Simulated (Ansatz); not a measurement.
Relaxation of BCl2H3S (7 atoms, charge 0, multiplicity 1), to a largest force component of 0.03 eV/Å in at most 50 steps.

Computed with Ansatz 0.2.0, RKS PBE/def2-SVP.

```xyz
7
Properties=species:S:1:pos:R:3:forces:R:3
B 0.042 0.237 -0.114 0.02 0.04 -0.29
H -0.069 0.245 1.080 -0.03 0.21 0.23
Cl 1.599 0.559 -0.845 0.00 0.00 0.00
Cl -1.409 0.123 -1.102 0.00 -0.01 0.00
S 0.280 -2.698 0.828 -0.06 0.35 0.26
H -1.028 -2.750 0.455 -0.02 0.00 0.00
H 0.048 -1.553 1.571 0.09 -0.59 -0.20
```

Q: Where does it end, and by what steps?

A: It converged. After 31 steps the energy has fallen by 0.182 eV; H6 moved furthest, 1.02 Å. Joined: B1–S5 (3.09 → 2.17 Å).

```
step  energy less start (eV)  largest force component (eV/Å)  accepted
   0                  0.0000                           0.595       yes
   2                 -0.0158                           0.808        no
   4                 -0.0687                           0.229       yes
   6                 -0.0883                           0.151       yes
   8                 -0.0983                           0.088       yes
  10                 -0.1035                           0.078       yes
  12                 -0.1061                           0.085       yes
  14                 -0.1110                           0.076       yes
  16                 -0.1122                           0.067       yes
  18                 -0.1125                           0.050       yes
  20                 -0.1130                           0.033       yes
  22                 -0.1160                           0.241       yes
  24                 -0.1227                           0.595       yes
  26                 -0.1488                           0.697       yes
  28                 -0.1791                           0.108       yes
  30                 -0.1818                           0.048       yes
  31                 -0.1823                           0.016       yes
```

```xyz
7
Properties=species:S:1:pos:R:3
B 0.071 0.027 0.058
H 0.288 0.702 1.045
Cl 1.382 0.007 -1.199
Cl -1.637 0.060 -0.558
S 0.343 -1.932 0.951
H -0.160 -2.670 -0.082
H -0.823 -2.032 1.658
```

Whether the end is a true minimum wasn't checked by a vibrational analysis.

The run took 85 s on 1 thread of Arm Neoverse V1, with other jobs on the host, peak memory 0.12 GiB.
